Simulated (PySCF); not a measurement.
**Structure from NMR data**

An unknown has the formula C5H4F4. Its calculated NMR data are:

1H NMR (300 MHz, computed): δ 5.96 (m, 2H), 1.52 (s, 2H).

13C{1H} NMR (computed): δ 131.8 (C), 131.0 (C), 111.9 (C), 84.2 (CH2), 15.5 (CH2).

- σ from GIAO-PBE0/pcSseg-1
- GFN2-xTB geometry
- code: PySCF 2.14.0 with density-fitted response routines
- no solvent, a single conformation, non-relativistic, one averaged value for each set of equivalent atoms

Referencing at the same level of theory: 1H and 13C against TMS.

**Question.** Deduce the structure.

**Answer.** 
- The formula gives 2 degrees of unsaturation (1 ring in the answer).
- 5 carbon signals for 5 carbons: no two carbons are equivalent.
- Carbon types of the structure: 3 × C, 2 × CH2, which accounts for all hydrogens.
- δC 131.8: CF3 carbon; 3 electronegative neighbours deshield it.
- δC 131.0, 111.9: fully substituted alkene carbon; the olefinic region.
- δC 84.2: allylic sp3 CH2 bonded to F; deshielded by the electronegative neighbour.
- δC 15.5: three-membered-ring carbon; carbons of three-membered rings are unusually shielded.
- δH 5.96: hydrogen on an allylic sp3 CH2 bonded to F; its carbon carries F, which withdraws density.
- δH 1.52: hydrogen on a three-membered-ring carbon; cyclopropane-type protons are shielded by the ring.

These data were computed for `FCC1=C(C(F)(F)F)C1`.

The data come from this structure; uniqueness wasn't tested.

Splittings by 19F in the carbon and heteronuclear signals aren't shown, as no couplings were computed. Shifts are as computed. Against solution values, carbons near 30 ppm lie about +3 ppm off and those near 130 ppm about +5 ppm. Of 1309 compounds with measured shifts, 239 miss one by over three times the rms of a fit or turn the order of signals round; such compounds aren't used in these exercises. No couplings were computed; multiplicities are counted from neighbouring protons, with m where these are inequivalent, close in shift, in a saturated or five-membered ring or joined by F or P, and br s for small geminal =CH2 splittings.
